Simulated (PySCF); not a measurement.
C4H6Cl2, SMILES C=CCC(Cl)Cl.

The structure is a stationary point at ωB97X-D3(BJ)/def2-SVP. One conformer was computed; it need not be the lowest.

All values below come from TDA-PBE/def2-SVPD run with PySCF.

Vertical excitations. The molecule is in vacuum.

Computed lowest excited states:
```json
[
 {"state": "S1", "energy (eV)": "5.71", "λ (nm)": "217", "f": "0.038", "main pairs": "HOMO→LUMO+1 52 %, HOMO→LUMO 44 %"},
 {"state": "S2", "energy (eV)": "5.93", "λ (nm)": "209", "f": "0.002", "main pairs": "HOMO−1→LUMO 73 %, HOMO−2→LUMO 17 %"},
 {"state": "S3", "energy (eV)": "5.98", "λ (nm)": "207", "f": "0.015", "main pairs": "HOMO−2→LUMO 61 %, HOMO−1→LUMO 21 %"},
 {"state": "S4", "energy (eV)": "6.36", "λ (nm)": "195", "f": "0.031", "main pairs": "HOMO→LUMO+2 52 %, HOMO−3→LUMO 20 %, HOMO→LUMO+1 10 %, HOMO−2→LUMO 9 %"},
 {"state": "S5", "energy (eV)": "6.38", "λ (nm)": "194", "f": "0.014", "main pairs": "HOMO−3→LUMO 74 %, HOMO→LUMO+2 11 %"},
 {"state": "S6", "energy (eV)": "6.56", "λ (nm)": "189", "f": "0.003", "main pairs": "HOMO−2→LUMO+1 67 %, HOMO−1→LUMO+1 19 %"},
 {"state": "S7", "energy (eV)": "6.60", "λ (nm)": "188", "f": "0.001", "main pairs": "HOMO−4→LUMO 80 %, HOMO−1→LUMO+1 12 %"},
 {"state": "S8", "energy (eV)": "6.73", "λ (nm)": "184", "f": "0.057", "main pairs": "HOMO−1→LUMO+1 58 %, HOMO−2→LUMO+1 16 %, HOMO−4→LUMO 14 %"},
 {"state": "S9", "energy (eV)": "6.95", "λ (nm)": "178", "f": "0.014", "main pairs": "HOMO→LUMO+3 91 %"},
 {"state": "S10", "energy (eV)": "6.97", "λ (nm)": "178", "f": "0.014", "main pairs": "HOMO−3→LUMO+1 67 %, HOMO−2→LUMO+2 13 %"},
 {"state": "T1", "energy (eV)": "4.41", "λ (nm)": "281", "f": "0", "main pairs": "HOMO→LUMO 80 %"},
 {"state": "T2", "energy (eV)": "5.61", "λ (nm)": "221", "f": "0", "main pairs": "HOMO→LUMO+1 56 %, HOMO−2→LUMO 25 %, HOMO→LUMO 16 %"},
 {"state": "T3", "energy (eV)": "5.71", "λ (nm)": "217", "f": "0", "main pairs": "HOMO−1→LUMO 92 %"},
 {"state": "T4", "energy (eV)": "5.82", "λ (nm)": "213", "f": "0", "main pairs": "HOMO−2→LUMO 67 %, HOMO→LUMO+1 29 %"}
]
```
Triplets are in the Tamm–Dancoff approximation.
